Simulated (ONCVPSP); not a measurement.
Pt, ONCV: configuration errors across variants

Pt, optimised norm-conserving Vanderbilt (ONCV), made with ONCVPSP 4.0.1 (PBE, scalar-relativistic). Core [Kr] 4d10, reference 4f14 5s2 5p6 5d9 6s0.5 6p0.5. Waves: 5s+6s: rc 1.45 bohr, ncon 4, nbas 8, qcut 9.2 1/bohr, 2 projectors; 5p+6p: rc 1.80 bohr, ncon 3, nbas 8, qcut 9.3 1/bohr, 3 projectors, debl 3.3 Ha; 5d: rc 1.75 bohr, ncon 5, nbas 10, qcut 9.7 1/bohr, 1 projector; 4f: rc 0.60 bohr, ncon 5, nbas 9, qcut 26.7 1/bohr, 2 projectors, debl 1.4 Ha. Local part: polynomial inside 0.60 bohr (lpopt 3, dvloc0 0 Ha). Core correction: Teter function, fcfact 2.5, rcfact 1.3.

In the f channel the program set the typed energies aside and used -2.615, 0.250 Ha.

All-electron excitation energies from the reference (eV): (1) 4f14 5s2 5p6 5d9 6s1 6p0 -2.461; (2) 4f14 5s2 5p6 5d9 6s0 6p0 6.734; (3) 4f14 5s2 5p6 5d9 6s0 6p1 2.589.

3 further variants failed, have other tests or another functional or relativity, and are left out.

A true bound ghost makes a file unfit for plane-wave use even where its test errors are small: the radial tests pick states by their node count and pass the ghost by.

Errors AE − PS in meV (a dash: test not solved or not reliable):

```csv
change,(1),(2),(3),bound ghosts,GHOST(+) flags above zero
base,+0.7,-2.9,-0.9,s,"p, d"
"local potential polynomial inside 0.40 bohr (lpopt 5, dvloc0 -1 Ha)",+0.7,-2.9,-0.8,"s, p, d",none
p: qcut 7.6,+0.7,-2.9,-0.8,s,"p, d"
d: qcut 9.1,+0.7,-2.9,-0.8,s,"p, d"
f: rc 0.76,+0.7,-2.9,-0.9,s,"p, d"
"core correction polynomial model core, fcfact 0.75",+0.7,-3.0,-0.9,s,"p, d"
```

(1) Give the same row for: d: nproj 2.

Answers

(1) +0.7, -2.9, -0.8; bound ghosts: s; GHOST(+) flags above zero: p, d.
